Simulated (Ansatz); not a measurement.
Isomers of ZnAg$_{6}$⁻ (doublet), relaxed with PBE-D4/def2-SVPD; total energies from Ansatz at RPA@PBE/def2-TZVPD.

```
isomer                                                          description  energy (Eh)
     A  point group Cs; 10 × Ag–Ag 2.77 to 2.93 Å; 5 × Ag–Zn 2.62 to 2.69 Å  -2658.84862
     B   point group Cs; 7 × Ag–Ag 2.73 to 2.77 Å; 5 × Ag–Zn 2.62 to 2.72 Å  -2658.82294
```

In the def2 sets Ag takes a core potential; there is no spin–orbit coupling. Correlated methods freeze 9 core orbitals; core or outer-core shells of Ag are correlated, in sets that lack core-valence functions.

The isomers come from a short search, and lower ones may exist.

Task: Work out the relative energies (1 Eh = 2625.5 kJ/mol) and the Boltzmann populations at 1200 K from electronic energies alone (R = 8.314 J/mol/K).

Result: ΔE: A 0.0, B 67.4 kJ/mol. RT = 9.98 kJ/mol. Factors exp(−ΔE/RT): A 1, B 0.00117; sum 1.001. Populations: A 99.9 %, B 0.1 %. Zero-point energy, vibrational entropy and symmetry numbers are left out and can shift these; an error of 4 kJ/mol changes a ratio by a factor of 1.5. Over the other density-functional and correlated levels in def2 sets, the gap between A and B ranges from 42 to 48 kJ/mol.
